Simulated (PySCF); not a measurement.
# Polarisability and C₆ of Co (cobalt, neutral)

[Ar] 3d9, 2D determinant (an excited configuration). Calculation: PySCF 2.14, in aug-cc-pwCVTZ-DK with one added diffuse shell each of s, p, d, f, g type (11s10p8d5f4g, 152 functions); the spin-free X2C one-electron Hamiltonian (Gaussian nucleus). Coupled (time-dependent) response in atomic units; α is the mean over directions.

```
method  mean α (bohr³)         α xx, yy, zz  C₆ (like pair)   S(−4)
  BP86           91.19  68.47, 68.44, 136.7           355.4  276800
```

S(−4) is the Cauchy moment in α(ω) = α(0) + S(−4) ω² + …

α(iu) at BP86:

```json
{"u (hartree)": "0", "α(iu) (bohr³)": "91.19"}
{"u (hartree)": "0.0500", "α(iu) (bohr³)": "42.95"}
{"u (hartree)": "0.100", "α(iu) (bohr³)": "26.35"}
{"u (hartree)": "0.200", "α(iu) (bohr³)": "16.19"}
{"u (hartree)": "0.300", "α(iu) (bohr³)": "12.11"}
{"u (hartree)": "0.500", "α(iu) (bohr³)": "7.765"}
{"u (hartree)": "0.750", "α(iu) (bohr³)": "5.051"}
{"u (hartree)": "1.00", "α(iu) (bohr³)": "3.621"}
{"u (hartree)": "1.50", "α(iu) (bohr³)": "2.210"}
{"u (hartree)": "2.00", "α(iu) (bohr³)": "1.532"}
{"u (hartree)": "3.00", "α(iu) (bohr³)": "0.8910"}
{"u (hartree)": "5.00", "α(iu) (bohr³)": "0.4260"}
```

A single London oscillator, α(iu) = α/(1 + u²/ω²), gives C₆ = (3/4) ω α². Matching the computed C₆ needs ω = 4 × 355.4 / (3 × 91.19²) = 0.0570 hartree.

The components differ because the open shell of this determinant is not spherical; for a pure term their mean is the scalar polarisability.
